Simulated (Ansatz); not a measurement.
FH3NOSi (`[NH][SiH](O)F`) radical. The species carries charge 0 and has multiplicity 2. Geometry: relaxed with PBE0-D4/def2-TZVP. It is one conformer, not always the lowest.

```xyz
7

N     0.120   -0.304   -1.388
Si   -0.286    0.183    0.234
O     0.981   -0.164    1.188
F    -1.566   -0.688    0.604
H    -0.086    0.358   -2.136
H    -0.620    1.598    0.475
H     1.456   -0.981    1.023
```

Problem. What is the dipole moment at B3LYP/def2-TZVPP? (Estimate.)

Solution. Computed: 1.51 D, with components (0.79, 0.71, -1.08) D in this frame, pointing from negative to positive charge.

Problem. And with PBE, r2SCAN, ωB97M-V? (An estimate is asked.)

Solution. The calculation gave: PBE 1.37 D, r2SCAN 1.46 D, ωB97M-V 1.54 D.

Problem. Give the Mulliken charges with B3LYP, PBE, ωB97M-V in def2-TZVPP. (Estimate.)

Solution. Computed: 
```json
{"atom": "N1", "B3LYP": "-0.33", "PBE": "-0.30", "ωB97M-V": "-0.32"}
{"atom": "Si2", "B3LYP": "0.76", "PBE": "0.64", "ωB97M-V": "0.71"}
{"atom": "O3", "B3LYP": "-0.38", "PBE": "-0.33", "ωB97M-V": "-0.37"}
{"atom": "F4", "B3LYP": "-0.31", "PBE": "-0.26", "ωB97M-V": "-0.30"}
{"atom": "H5", "B3LYP": "0.15", "PBE": "0.16", "ωB97M-V": "0.14"}
{"atom": "H6", "B3LYP": "-0.10", "PBE": "-0.10", "ωB97M-V": "-0.06"}
{"atom": "H7", "B3LYP": "0.20", "PBE": "0.20", "ωB97M-V": "0.19"}
```

B3LYP here is the variant with VWN-RPA as its local correlation; programs differ in this.
